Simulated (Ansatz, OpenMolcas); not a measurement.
# Exact exchange and the vertical energy of the triplet above the singlet of BiCl3 (bismuth trichloride)

The species is BiCl3 (4 atoms), meant as a singlet with charge 0. As SMILES, `[Cl][Bi]([Cl])[Cl]`. The coordinates come from a PBE0-D4/def2-TZVP relaxation.

The vertical energy of the triplet above the singlet y, in eV, basis def2-SVP with a core potential; a is the functional's share of exact exchange. Programs: Ansatz 0.2.0, OpenMolcas 26.06.

```
functional     program     a  y (eV)
    r2SCAN  OpenMolcas     0    4.77
       PBE      Ansatz     0    4.61
     B3LYP      Ansatz   0.2    4.79
   r2SCAN0      Ansatz  0.25    4.88
      PBE0      Ansatz  0.25       ?
     BHLYP      Ansatz   0.5    4.95
```

Question: Fit y = c + s·a to the known rows and predict PBE0.

Answer: 
1. Means of the 5 rows: a = 0.1900, y = 4.800.
2. Σ(Δa)² = 0.172, Σ(Δa·Δy) = 0.093, so the slope is 0.093/0.172 = 0.5407.
3. Intercept: 4.800 − (0.5407) × 0.1900 = 4.697. The largest residual of the fit is 0.087.
4. PBE0: 4.697 + (0.5407) × 0.25 = 4.83 eV.

The run gave 4.82 eV, so the prediction is off by +0.01 eV, within the scatter of the fit. The rows mix families of semi-local functionals, which the line can't see. Spin-orbit coupling is left out.
